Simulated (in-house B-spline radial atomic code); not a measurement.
**Plasmons and hot-electron lifetimes in Sn from the free-electron model**

The electrons form a uniform gas at zero temperature with Lindhard's dielectric function (RPA). An added electron of energy E, from the band bottom, collides once per mean free path λ, with 1/λ = (1/πE) ∫dω ∫dq/q Im(−1/ε(q, ω)), in atomic (or effective) units, with ω up to E − E_F and q between √(2E) ∓ √(2(E − ω)); electron-hole pairs and the plasmon pole are integrated apart. No exchange between the two electrons.

Sn: 4 valence electrons per atom, density 7.287 g/cm³, mass 118.71 u, so r_s = 2.22 bohr. Core levels, phonons and band structure are left out.

Q: Find E_F, the plasma energy, the screening length and the long-wave dispersion of the plasmon.

A: k_F = 1.91916/2.22 = 0.8645, E_F = k_F²/2 = 10.17 eV. ω_p = √(3/r_s³) = 0.5236 hartree = 14.25 eV. The Thomas-Fermi length is √(π/4k_F) = 0.953 bohr = 0.0504 nm. For small q, ω = ω_p + α q² with α = (3/5) E_F/ω_p = 0.4282; at q = 0.2622 this gives 15.05 eV, and the zero of ε lies at 15.08 eV. The plasmon meets the pair continuum ω = q k_F + q²/2 at q_c = 0.65555 = 0.76 k_F, 21.3 eV.

```json
{"E − E_F (eV)": "0.508", "λ (nm)": "284", "share of plasmon losses": "0.00", "lifetime (fs)": "147", "stopping (eV/nm)": "0.00119"}
{"E − E_F (eV)": "1.02", "λ (nm)": "76.4", "share of plasmon losses": "0.00", "lifetime (fs)": "38.5", "stopping (eV/nm)": "0.00882"}
{"E − E_F (eV)": "2.03", "λ (nm)": "21.9", "share of plasmon losses": "0.00", "lifetime (fs)": "10.6", "stopping (eV/nm)": "0.0611"}
{"E − E_F (eV)": "3.56", "λ (nm)": "8.62", "share of plasmon losses": "0.00", "lifetime (fs)": "3.92", "stopping (eV/nm)": "0.27"}
{"E − E_F (eV)": "5.08", "λ (nm)": "5", "share of plasmon losses": "0.00", "lifetime (fs)": "2.16", "stopping (eV/nm)": "0.66"}
{"E − E_F (eV)": "7.63", "λ (nm)": "2.82", "share of plasmon losses": "0.00", "lifetime (fs)": "1.13", "stopping (eV/nm)": "1.74"}
{"E − E_F (eV)": "10.2", "λ (nm)": "1.91", "share of plasmon losses": "0.00", "lifetime (fs)": "0.714", "stopping (eV/nm)": "3.44"}
{"E − E_F (eV)": "13.2", "λ (nm)": "1.34", "share of plasmon losses": "0.00", "lifetime (fs)": "0.469", "stopping (eV/nm)": "6.38"}
{"E − E_F (eV)": "16.3", "λ (nm)": "1.04", "share of plasmon losses": "0.00", "lifetime (fs)": "0.341", "stopping (eV/nm)": "10.1"}
{"E − E_F (eV)": "20.3", "λ (nm)": "0.788", "share of plasmon losses": "0.00", "lifetime (fs)": "0.241", "stopping (eV/nm)": "16.8"}
{"E − E_F (eV)": "25.4", "λ (nm)": "0.379", "share of plasmon losses": "0.36", "lifetime (fs)": "0.107", "stopping (eV/nm)": "45.5"}
{"E − E_F (eV)": "32.5", "λ (nm)": "0.33", "share of plasmon losses": "0.42", "lifetime (fs)": "0.0851", "stopping (eV/nm)": "55.7"}
```

Q: Quinn and Ferrell's limit is τ = 263 r_s^(−5/2) (E − E_F)⁻² fs·eV². How far does it hold?

A: The prefactor is 35.8 fs·eV². At 0.508 eV it gives 139 fs against 147, a ratio of 1.06; at 5.08 eV 1.39 against 2.16, a ratio of 1.56. The inverse square comes from the phase space of two final states near E_F; the formula is the limit of high density and small excess energy.

Q: From what energy can an electron emit a plasmon?

A: It needs ω ≤ q v − q²/2 and a final state above E_F. On the computed dispersion this first holds at E − E_F = 20.6 eV, above ω_p = 14.2 eV, since a slow electron can only couple to plasmons of large q, which cost more.
